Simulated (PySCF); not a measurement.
Species: C4H11BO2.
Numbering: `[CH3:1][CH2:2][CH2:3][O:4][B:5]([CH3:6])[OH:7]` (hydrogens: H8, H9, H10 on C1; H11, H12 on C2; H13, H14 on C3; H15, H16, H17 on C6; H18 on O7)

Computed, not measured: PBE0-D3(BJ)/def2-SVP geometry optimisation, gas phase (PySCF 2.14.0).

(1) Give the optimised bond lengths and angles.

Answers

(1) 
```
                  bond  length (pm)   order
                 C1–C2        151.9  single
                 C2–C3        151.4  single
                 C3–O4        140.6  single
                 O4–B5        136.8  single
                 B5–C6        157.4  single
                 B5–O7        136.1  single
  C1–H8, C1–H9, C1–H10        110.1  single
        C2–H11, C2–H12        110.3  single
        C3–H13, C3–H14        110.6  single
C6–H15, C6–H16, C6–H17        110.1  single
                O7–H18         96.5  single
```

Bonds in one row agree within 1 pm and their mean is given. Orders are formal, as drawn. A selection of angles:
```
     angle  degrees
  C2–C1–H8    111.3
  H8–C1–H9    107.5
  C1–C2–C3    112.8
 C1–C2–H11    110.5
 C3–C2–H11    108.4
H11–C2–H12    106.2
  C2–C3–O4    109.6
 C2–C3–H13    109.9
 O4–C3–H13    110.7
 O4–C3–H14    110.2
H13–C3–H14    106.6
  C3–O4–B5    123.1
  O4–B5–C6    123.7
  O4–B5–O7    116.5
  C6–B5–O7    119.9
 B5–C6–H15    111.5
H15–C6–H16    108.5
H15–C6–H17    106.2
H16–C6–H17    108.0
 B5–O7–H18    110.6
```

Dihedral angles: C1–C2–C3–O4 176° (antiperiplanar); C2–C3–O4–B5 173° (antiperiplanar); C3–O4–B5–C6 -1° (synperiplanar); H18–O7–B5–O4 1° (synperiplanar). The mirror-image conformer, all signs reversed, is as good.

B5 (three-coordinate boron) is planar (angles 123.7°, 119.9° and 116.5°, sum 360.0°, 0.00 Å off the plane of its three neighbours). Of the pairs four or more bonds apart, C6···H13 is among the closest relative to their van der Waals radii: 2.85 Å, 98 % of the sum of Bondi's values. O7 (boron-bound oxygen) is bent (angle 110.6°).

Not checked by PBE0-D3(BJ)/def2-SVP frequencies. One conformer, not necessarily the lowest (C1–C2–C3–O4 176°, C2–C3–O4–B5 173°, C3–O4–B5–C6 -1°, O4–B5–O7–H 1°).

On one thread, Arm Neoverse V2 (aarch64), no GPU, on a shared host, this took 74 s and 0.61 GiB of memory at its peak. These figures are those of the optimisation.
